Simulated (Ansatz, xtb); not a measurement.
**BFH8Si3: which of two structures lies lower**

Structure I: a singlet given by its coordinates. Structure II: `B[Si@@H](F)[SiH2][SiH3]`, a singlet. Both are isolated molecules in the gas phase, relaxed with PBE0-D3(BJ)/def2-SVP; the shapes shown needn't be the lowest conformers.

I (Å):

| atom | x (Å) | y (Å) | z (Å) |
| --- | --- | --- | --- |
| B | -0.0947 | 1.4003 | -0.5222 |
| F | -0.3553 | 1.0071 | 1.1970 |
| Si | 0.6262 | -0.3687 | -1.2089 |
| Si | -0.7401 | -1.8815 | -0.0195 |
| Si | -1.1980 | -0.3916 | 1.7321 |
| H | -1.2364 | 1.6343 | -0.8631 |
| H | 0.6527 | 2.3413 | -0.3990 |
| H | 0.4382 | -0.6044 | -2.6761 |
| H | 2.0422 | -0.7098 | -0.8527 |
| H | -0.1357 | -3.1321 | 0.5326 |
| H | -2.0389 | -2.2012 | -0.6887 |
| H | -2.5962 | 0.0910 | 1.9030 |
| H | -0.5791 | -0.6459 | 3.0622 |

Close contacts (Å): B1–F2 1.78, B1–Si3 2.03, F2–Si5 1.72, Si3–Si4 2.36, Si4–Si5 2.34, B1–H6 1.21, B1–H7 1.21, Si3–H8 1.50, Si3–H9 1.50, Si4–H10 1.49, Si4–H11 1.50, Si5–H12 1.49, Si5–H13 1.49.

II (Å):

```xyz
13

B    -1.4711    1.9967   -2.7304
F     1.5430    1.5084   -2.5433
Si    0.1040    0.8099   -2.9141
Si   -0.2151   -0.8807   -1.2906
Si    1.9299   -1.3073   -0.4422
H    -1.4485    3.0361   -2.1171
H    -2.5330    1.5921   -3.1444
H     0.2646    0.1688   -4.2545
H    -0.8257   -2.0924   -1.9215
H    -1.1188   -0.4096   -0.1927
H     1.9056   -2.4443    0.5289
H     2.8449   -1.6499   -1.5721
H     2.4293   -0.0819    0.2489
```

Q: Which of the two would you expect CCSD(T)/def2-SVP + ΔMP2/def2-TZVPP electronic energies to favour?

A: Too close to call at this level: CCSD(T)/def2-SVP + ΔMP2/def2-TZVPP gives E(II) − E(I) = +0.39 kcal/mol.

Level by level:

```tsv
level	geometry	E(II) − E(I) (kcal/mol)	departure from the last row (kcal/mol)	job, with rough time for the two
PBE0-D3(BJ)/def2-SVP	PBE0-D3(BJ)/def2-SVP	+5.09	+4.70	optimisation, 1.7 min
HF/def2-SVP	PBE0-D3(BJ)/def2-SVP	−3.73	−4.12	part of the CCSD(T) run
MP2/def2-SVP	PBE0-D3(BJ)/def2-SVP	+3.97	+3.58	part of the CCSD(T) run
CCSD(T)/def2-SVP	PBE0-D3(BJ)/def2-SVP	+3.52	+3.13	single point
CCSD(T)/def2-SVP + ΔMP2/def2-TZVPP	PBE0-D3(BJ)/def2-SVP	+0.39		single point, 25 s
```

The largest departure from CCSD(T)/def2-SVP + ΔMP2/def2-TZVPP is that of PBE0-D3(BJ)/def2-SVP, 4.70 kcal/mol. A small imaginary or near-zero mode remains, so no thermal terms are given. Levels run at GFN2-xTB geometries aren't shown. The last row adds to CCSD(T) the change of the MP2 difference between the two basis sets, here −3.13 kcal/mol, a large step that makes the value less sure.

The correlated steps freeze 17 core orbitals. Programs: Ansatz 0.2.0, xtb 6.7.1; the last row on 2 threads of Intel(R) Xeon(R) 6975P-C (Granite Rapids) on a shared host.
